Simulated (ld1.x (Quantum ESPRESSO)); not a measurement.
Logarithmic derivatives: iridium, PAW

- Element: iridium (Ir)
- Generator: ld1.x (Quantum ESPRESSO) 7.5
- Type: PAW
- Functional: PBE
- Relativity: scalar-relativistic
- Frozen core: [Kr] 4d10 4f14
- Valence charge: 17
- Reference configuration: 5s2 5p6 5d7 6s2 6p0
- Partial waves: 5s (bound): rcut 1.35, rcutus 1.85 bohr; 6s (bound): rcut 1.35, rcutus 1.85 bohr; 5p (bound): rcut 1.50, rcutus 1.65 bohr; 6p (bound, empty): rcut 1.50, rcutus 1.65 bohr; 5d (bound): rcut 1.95, rcutus 2.40 bohr; 5d channel at 1.15 Ry: rcut 1.95, rcutus 2.40 bohr
- Local potential: all-electron potential smoothed inside 1.55 bohr (lloc = -1)
- Core correction: a·sin(br)/r model core, default radius (ld1.x builds one for every PAW set, though the input has nlcc=.false.)
- Augmentation charge: GAUSS, radius 1.55 bohr

The phase is arctan(r·u′/u) with u = r·R(r), unwrapped; energies in Ry, scanned from -9 to 5 Ry. A pole is an energy at which the radial function vanishes at the test radius. The pseudo phase is shifted by a multiple of π to meet the all-electron one at the reference energy, and phase errors are pseudo minus all-electron; the curves can meet again beyond the range given. Levels narrower than the energy grid can be missing from the lists of poles.

**Question.** For each channel, where are the poles, and over which energies does the pseudopotential scatter like the atom?

**Answer.**

```json
{"channel": "s", "radius (bohr)": "2.59", "reference energy (Ry)": "-0.47", "poles, all-electron": "-7.18, 1.82", "poles, pseudo": "-7.18, 1.82", "unbroken range about the reference energy with phases within 0.05 rad": "the whole range", "phase error 1 Ry above the reference energy (rad)": "+0.000"}
{"channel": "p", "radius (bohr)": "2.59", "reference energy (Ry)": "-0.09", "poles, all-electron": "-3.97, 3.58", "poles, pseudo": "-3.97, 3.59", "unbroken range about the reference energy with phases within 0.05 rad": "the whole range", "phase error 1 Ry above the reference energy (rad)": "+0.001"}
{"channel": "d", "radius (bohr)": "2.59", "reference energy (Ry)": "-0.53", "poles, all-electron": "-0.09", "poles, pseudo": "-0.18, 3.52", "unbroken range about the reference energy with phases within 0.05 rad": "-0.5 to -0.4", "phase error 1 Ry above the reference energy (rad)": "-0.015"}
```

The ghost test of this file was not conclusive. Its overlap operator is not positive definite in a basis up to 400 Ry (lowest eigenvalue d -2.94), so the file is unfit for use: the generalised eigenproblem breaks down once the basis is large enough, and its test numbers describe a broken file.

Phases in the p channel:

```json
{"E (Ry)": "-9.00", "all-electron": "1.435", "pseudo": "1.435"}
{"E (Ry)": "-8.52", "all-electron": "1.431", "pseudo": "1.431"}
{"E (Ry)": "-8.04", "all-electron": "1.427", "pseudo": "1.427"}
{"E (Ry)": "-7.56", "all-electron": "1.421", "pseudo": "1.421"}
{"E (Ry)": "-7.08", "all-electron": "1.415", "pseudo": "1.415"}
{"E (Ry)": "-6.60", "all-electron": "1.408", "pseudo": "1.408"}
{"E (Ry)": "-6.12", "all-electron": "1.400", "pseudo": "1.400"}
{"E (Ry)": "-5.64", "all-electron": "1.390", "pseudo": "1.390"}
{"E (Ry)": "-5.16", "all-electron": "1.376", "pseudo": "1.376"}
{"E (Ry)": "-4.68", "all-electron": "1.352", "pseudo": "1.352"}
{"E (Ry)": "-4.20", "all-electron": "1.224", "pseudo": "1.224"}
{"E (Ry)": "-3.72", "all-electron": "-1.724", "pseudo": "-1.724"}
{"E (Ry)": "-3.24", "all-electron": "-1.774", "pseudo": "-1.774"}
{"E (Ry)": "-2.76", "all-electron": "-1.804", "pseudo": "-1.804"}
{"E (Ry)": "-2.28", "all-electron": "-1.835", "pseudo": "-1.835"}
{"E (Ry)": "-1.80", "all-electron": "-1.875", "pseudo": "-1.875"}
{"E (Ry)": "-1.32", "all-electron": "-1.931", "pseudo": "-1.931"}
{"E (Ry)": "-0.84", "all-electron": "-2.019", "pseudo": "-2.019"}
{"E (Ry)": "-0.36", "all-electron": "-2.183", "pseudo": "-2.183"}
{"E (Ry)": "0.12", "all-electron": "-2.556", "pseudo": "-2.556"}
{"E (Ry)": "0.60", "all-electron": "-3.396", "pseudo": "-3.395"}
{"E (Ry)": "1.08", "all-electron": "-4.103", "pseudo": "-4.103"}
{"E (Ry)": "1.56", "all-electron": "-4.394", "pseudo": "-4.393"}
{"E (Ry)": "2.04", "all-electron": "-4.531", "pseudo": "-4.530"}
{"E (Ry)": "2.52", "all-electron": "-4.611", "pseudo": "-4.610"}
{"E (Ry)": "3.00", "all-electron": "-4.664", "pseudo": "-4.663"}
{"E (Ry)": "3.48", "all-electron": "-4.705", "pseudo": "-4.704"}
{"E (Ry)": "3.96", "all-electron": "-4.739", "pseudo": "-4.738"}
{"E (Ry)": "4.44", "all-electron": "-4.771", "pseudo": "-4.768"}
{"E (Ry)": "4.92", "all-electron": "-4.802", "pseudo": "-4.799"}
```
